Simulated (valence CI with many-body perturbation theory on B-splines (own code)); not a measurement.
## E1 transitions of Cs40+

Method: configuration interaction combined with many-body perturbation theory (CI+MBPT): five valence electrons over a frozen Dirac-Fock core [Ne], radial functions for each j: 11 s, 11 p, 10 d, 8 f, 5 g, 2 h, with the one-electron correlation potential Σ1 (screened to all orders), the two-electron term Σ2, the three-electron term Σ3, Breit, model QED; selected single and double excitations, second order for the rest, scaled by the run's own slope (own B-spline code, finite nucleus).

The last digits are not significant, and no measured levels were compared; by estimate large intervals hold to a few tenths of a per cent, small ones and those within an open d or f shell to about a per cent. Among the levels kept, up to 3200 cm⁻¹ of a level comes from second order outside the variational space, and about a tenth of that is noise between levels of different J, which matters for small intervals.

Lines 201 to 250 of 555 in falling wavelength, among levels below 569.35 eV, chosen from the strongest by gf and those to the six lowest levels. Wavelengths and rates use the calculated energies. Electric multipoles are in the length gauge, E1 and E2 with the static RPA response of the core. Weak lines are less certain than strong ones. Lines between different terms over intervals too small for the method are left out, as are lines whose strength nearly cancels. Where a level lies close to another of its J and parity, the split of strength between their lines is uncertain. The highest levels of a list are the least certain.

Levels are named by their leading jj configuration (3d3/2^4 stands for four electrons in 3d with j = 3/2), which in mixed levels can hold well under half, so a name can repeat and another be missing. Letters in brackets count levels of one name in rising energy.

```
λ vac (Å)                               Upper                               Lower   A (s⁻¹)  S (a.u.) with core polarisation  S without
    61.21  (3s 3p1/2 3p3/2^2 3d5/2) J=7/2 [b]  (3s^2 3p1/2 3p3/2 3d5/2) J=5/2 [a]  1.43e+10                         1.29e-02   1.32e-02
    61.19  (3s 3p1/2 3p3/2^2 3d3/2) J=5/2 [d]  (3s^2 3p1/2 3p3/2 3d5/2) J=3/2 [a]  1.72e+10                         1.17e-02   1.19e-02
    61.16          (3s^2 3p1/2 3d5/2^2) J=1/2      (3s^2 3p1/2 3p3/2 3d5/2) J=1/2  1.41e+11                         3.19e-02   3.25e-02
    61.12  (3s 3p1/2^2 3p3/2 3d5/2) J=7/2 [a]          (3s^2 3p1/2^2 3d5/2) J=5/2  3.49e+10                         3.15e-02   3.20e-02
    61.08  (3s 3p1/2 3p3/2^2 3d5/2) J=5/2 [e]  (3s^2 3p1/2 3p3/2 3d5/2) J=3/2 [c]  5.52e+10                         3.73e-02   3.80e-02
    61.03  (3s 3p1/2^2 3p3/2 3d5/2) J=5/2 [b]          (3s 3p1/2^2 3p3/2^2) J=5/2  4.30e+10                         2.90e-02   2.95e-02
    60.97      (3s^2 3p1/2 3d3/2 3d5/2) J=1/2  (3s^2 3p1/2 3p3/2 3d3/2) J=1/2 [a]  2.33e+11                         5.20e-02   5.30e-02
    60.86  (3s 3p1/2^2 3d3/2 3d5/2) J=7/2 [b]  (3s 3p1/2^2 3p3/2 3d3/2) J=5/2 [a]  1.57e+10                         1.40e-02   1.43e-02
    60.84  (3s^2 3p3/2 3d3/2 3d5/2) J=9/2 [b]          (3s^2 3p3/2^2 3d5/2) J=7/2  8.65e+10                         9.61e-02   9.79e-02
    60.82  (3s 3p1/2 3p3/2^2 3d5/2) J=7/2 [e]  (3s^2 3p1/2 3p3/2 3d5/2) J=5/2 [b]  7.02e+10                         6.23e-02   6.35e-02
    60.73      (3s^2 3p3/2^2 3d5/2) J=5/2 [b]                (3s^2 3p3/2^3) J=3/2  3.60e+11                         2.39e-01   2.43e-01
    60.73  (3s 3p1/2 3p3/2^2 3d5/2) J=1/2 [b]  (3s^2 3p1/2 3p3/2 3d5/2) J=3/2 [a]  1.23e+11                         2.72e-02   2.77e-02
    60.72        (3s 3p3/2^3 3d3/2) J=1/2 [b]      (3s^2 3p3/2^2 3d3/2) J=3/2 [a]  1.94e+11                         4.29e-02   4.37e-02
    60.71      (3s^2 3p1/2 3p3/2 3d5/2) J=1/2          (3s^2 3p1/2 3p3/2^2) J=3/2  9.17e+10                         2.03e-02   2.06e-02
    60.63  (3s^2 3p3/2 3d3/2 3d5/2) J=5/2 [d]          (3s^2 3p3/2^2 3d3/2) J=7/2  3.37e+10                         2.22e-02   2.26e-02
    60.54        (3s 3p3/2^3 3d3/2) J=1/2 [b]          (3s^2 3p3/2^2 3d3/2) J=1/2  9.85e+10                         2.16e-02   2.20e-02
    60.53  (3s 3p1/2^2 3p3/2 3d5/2) J=3/2 [b]          (3s 3p1/2^2 3p3/2^2) J=5/2  6.65e+10                         2.91e-02   2.97e-02
    60.49  (3s^2 3p3/2 3d3/2 3d5/2) J=3/2 [c]          (3s^2 3p3/2^2 3d3/2) J=1/2  1.87e+11                         8.16e-02   8.30e-02
    60.48  (3s 3p1/2 3p3/2^2 3d5/2) J=5/2 [d]  (3s^2 3p1/2 3p3/2 3d5/2) J=3/2 [b]  2.13e+10                         1.39e-02   1.42e-02
    60.41  (3s 3p1/2 3p3/2^2 3d3/2) J=1/2 [c]  (3s^2 3p1/2 3p3/2 3d3/2) J=3/2 [b]  1.14e+11                         2.47e-02   2.52e-02
    60.34          (3s^2 3p1/2 3d5/2^2) J=1/2  (3s^2 3p1/2 3p3/2 3d5/2) J=3/2 [b]  8.58e+10                         1.86e-02   1.89e-02
    60.30  (3s 3p1/2 3p3/2^2 3d5/2) J=5/2 [a]  (3s^2 3p1/2 3p3/2 3d5/2) J=5/2 [a]  1.63e+10                         1.06e-02   1.08e-02
    60.28  (3s 3p1/2 3p3/2^2 3d3/2) J=7/2 [d]  (3s^2 3p1/2 3p3/2 3d5/2) J=5/2 [a]  6.97e+10                         6.03e-02   6.14e-02
    60.27  (3s 3p1/2 3p3/2^2 3d5/2) J=3/2 [d]      (3s^2 3p1/2 3p3/2 3d5/2) J=1/2  1.10e+11                         4.76e-02   4.85e-02
    60.25  (3s 3p1/2 3p3/2^2 3d5/2) J=3/2 [a]  (3s^2 3p1/2 3p3/2 3d3/2) J=5/2 [b]  1.04e+11                         4.50e-02   4.59e-02
    60.18  (3s 3p1/2 3p3/2^2 3d3/2) J=3/2 [b]  (3s^2 3p1/2 3p3/2 3d3/2) J=5/2 [a]  3.18e+10                         1.37e-02   1.40e-02
    60.17            (3s 3p3/2^3 3d5/2) J=3/2          (3s^2 3p3/2^2 3d5/2) J=1/2  5.29e+10                         2.28e-02   2.32e-02
    60.08      (3s 3p1/2^2 3d5/2^2) J=5/2 [a]  (3s 3p1/2^2 3p3/2 3d3/2) J=3/2 [b]  2.74e+10                         1.76e-02   1.79e-02
    60.04  (3s 3p1/2 3p3/2^2 3d5/2) J=5/2 [d]  (3s^2 3p1/2 3p3/2 3d5/2) J=7/2 [b]  4.61e+10                         2.96e-02   3.01e-02
    60.03          (3s^2 3p3/2 3d5/2^2) J=3/2      (3s^2 3p3/2^2 3d3/2) J=3/2 [b]  9.16e+10                         3.91e-02   3.99e-02
    59.99  (3s 3p1/2 3p3/2^2 3d5/2) J=7/2 [c]  (3s^2 3p1/2 3p3/2 3d3/2) J=5/2 [b]  3.63e+10                         3.10e-02   3.15e-02
    59.95          (3s^2 3p1/2 3d5/2^2) J=5/2      (3s^2 3p1/2 3p3/2 3d3/2) J=7/2  2.83e+10                         1.81e-02   1.84e-02
    59.88  (3s^2 3p3/2 3d3/2 3d5/2) J=5/2 [d]      (3s^2 3p3/2^2 3d3/2) J=3/2 [a]  1.53e+11                         9.71e-02   9.89e-02
    59.87  (3s 3p1/2 3p3/2^2 3d5/2) J=7/2 [b]  (3s^2 3p1/2 3p3/2 3d5/2) J=7/2 [a]  1.49e+11                         1.26e-01   1.29e-01
    59.86  (3s 3p1/2 3p3/2^2 3d5/2) J=1/2 [c]  (3s^2 3p1/2 3p3/2 3d5/2) J=3/2 [c]  2.00e+11                         4.23e-02   4.31e-02
    59.77  (3s 3p1/2 3p3/2^2 3d5/2) J=5/2 [f]            (3s 3p1/2 3p3/2^3) J=5/2  1.85e+10                         1.17e-02   1.19e-02
    59.75  (3s 3p1/2 3p3/2^2 3d5/2) J=3/2 [e]  (3s^2 3p1/2 3p3/2 3d5/2) J=3/2 [c]  1.21e+11                         5.09e-02   5.18e-02
    59.74            (3s 3p1/2 3p3/2^3) J=5/2          (3s^2 3p1/2 3p3/2^2) J=5/2  2.25e+11                         1.42e-01   1.45e-01
    59.65  (3s 3p1/2 3p3/2^2 3d5/2) J=3/2 [d]  (3s^2 3p1/2 3p3/2 3d5/2) J=5/2 [b]  5.93e+10                         2.49e-02   2.53e-02
    59.47  (3s 3p1/2 3p3/2^2 3d5/2) J=3/2 [d]  (3s^2 3p1/2 3p3/2 3d5/2) J=3/2 [b]  2.75e+10                         1.14e-02   1.16e-02
    59.42            (3s 3p3/2^3 3d5/2) J=3/2      (3s^2 3p3/2^2 3d3/2) J=3/2 [a]  6.46e+10                         2.68e-02   2.73e-02
    59.41          (3s 3p1/2^2 3p3/2^2) J=1/2          (3s^2 3p1/2^2 3p3/2) J=3/2  7.88e+10                         1.63e-02   1.66e-02
    59.41  (3s 3p1/2 3p3/2^2 3d3/2) J=7/2 [c]      (3s^2 3p1/2 3p3/2 3d3/2) J=7/2  5.58e+10                         4.62e-02   4.70e-02
    59.36  (3s 3p1/2 3p3/2^2 3d5/2) J=7/2 [f]  (3s^2 3p1/2 3p3/2 3d5/2) J=7/2 [b]  1.95e+11                         1.61e-01   1.64e-01
    59.25            (3s 3p3/2^3 3d5/2) J=3/2          (3s^2 3p3/2^2 3d3/2) J=1/2  3.86e+10                         1.59e-02   1.62e-02
    59.18        (3s 3p3/2^3 3d3/2) J=7/2 [a]          (3s^2 3p3/2^2 3d3/2) J=5/2  1.28e+11                         1.05e-01   1.07e-01
    59.15          (3s 3p1/2^2 3p3/2^2) J=3/2          (3s^2 3p1/2^2 3p3/2) J=3/2  1.25e+11                         5.11e-02   5.21e-02
    59.14            (3s 3p3/2^3 3d5/2) J=3/2          (3s^2 3p3/2^2 3d3/2) J=5/2  1.24e+11                         5.07e-02   5.17e-02
    59.13             (3p1/2^2 3p3/2^3) J=3/2          (3s 3p1/2^2 3p3/2^2) J=3/2  1.56e+11                         6.35e-02   6.47e-02
    59.13  (3s 3p1/2 3p3/2^2 3d5/2) J=3/2 [a]  (3s^2 3p1/2 3p3/2 3d5/2) J=5/2 [a]  7.07e+10                         2.88e-02   2.94e-02
```
